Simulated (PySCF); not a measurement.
Work out the structure from these simulated measurements.

Formula: C5H9NOSi.

- UV, first state: lowest singlet excitation: 5.78 eV (215 nm, f = 0.004) [TDDFT CAM-B3LYP/def2-SVPD]
- UV, strongest line: among the 8 lowest singlet transitions: S7 at 7.37 eV (168 nm, f = 0.176) [TDDFT CAM-B3LYP/def2-SVPD]
- Dipole: 3.64 D [CAM-B3LYP/def2-SVPD]
- Rotational structure: rotational constants A, B, C: 4.396, 0.958, 0.877 GHz [GFN2-xTB]
- 13C NMR: chemical shifts (computed TMS as zero) by class: 164.2 (1 C), 158.5 (1 C), 133.1 (1 C), 53.6 (1 C), 15.2 (1 C) ppm [GIAO PBE0/pcSseg-1]
- 1H NMR: chemical shifts (computed TMS as zero) by class: 8.17 (1 H), 6.98 (1 H), 6.21 (1 H), 5.85 (1 H), 4.82 (1 H), 4.57 (1 H), 4.20 (1 H), 1.66 (1 H), 0.76 (1 H) ppm [GIAO PBE0/pcSseg-1]
- Polarisability: 93.6 au [CAM-B3LYP/def2-SVPD]
- Triplet: lowest triplet excitation (Tamm–Dancoff): 4.36 eV [TDA CAM-B3LYP/def2-SVPD]

Electronic properties: PySCF, gas phase, density fitting. Levels stand in brackets. Isolated species at its GFN2-xTB geometry (one conformer only). Each NMR value is the plain mean over a class of atoms that symmetry, rotation or inversion makes alike.

Question: What is the compound? Reason from the data.

Answer: Numbering: `[O:1]=[CH:2][NH:3][C@@H:4]1[CH:5]=[CH:6][SiH2:7][CH2:8]1`. Its formula, C5H9NOSi, gives 3 degrees of unsaturation: 1 ring and 2 π bonds in the structure found. 5 carbons fall into 5 classes; from least to most shielded: alkene CH carbon [C5] (164.2 ppm), amide carbonyl carbon [C2] (158.5 ppm), alkene CH carbon [C6] (133.1 ppm), ring sp3 carbon bound to nitrogen [C4] (53.6 ppm), ring sp3 carbon bound to silicon [C8] (15.2 ppm). Hydrogen classes from least to most shielded: 1 H on an amide carbonyl carbon, C2 (8.17 ppm), 1 H on an alkene CH carbon, C5 (6.98 ppm), 1 H on an alkene CH carbon, C6 (6.21 ppm), 1 H on an sp3 carbon bound to nitrogen, C4 (5.85 ppm), 1 H on an SiH2 silicon, Si7 (4.82 ppm), 1 H on an SiH2 silicon, Si7 (4.57 ppm), 1 H on an amide nitrogen, N3 (4.20 ppm), 1 H on an sp3 carbon bound to silicon, C8 (1.66 ppm), 1 H on an sp3 carbon bound to silicon, C8 (0.76 ppm). The optimised geometry has point group C1 and is an asymmetric top. Structure: `O=CN[C@@H]1C=C[SiH2]C1`. Computed isomers that give other values at the same levels: `C=CN1[SiH2]CCC1=O` (13C chemical shifts (computed TMS as zero) by class: 178.9 (1 C), 141.2 (1 C), 99.4 (1 C), 34.1 (1 C), 2.0 (1 C) ppm); `[H]/N=C/[C@H]1OC=C[Si@H]1C` (13C chemical shifts (computed TMS as zero) by class: 182.8 (1 C), 171.6 (1 C), 94.5 (1 C), 78.6 (1 C), -2.2 (1 C) ppm); `N#CC[C@@H]1CCO[SiH2]1` (13C chemical shifts (computed TMS as zero) by class: 124.8 (1 C), 69.7 (1 C), 33.8 (1 C), 25.6 (1 C), 17.9 (1 C) ppm). The assignments are read from this structure; whether some other isomer fits the data as well wasn't checked. The mirror image fits equally.
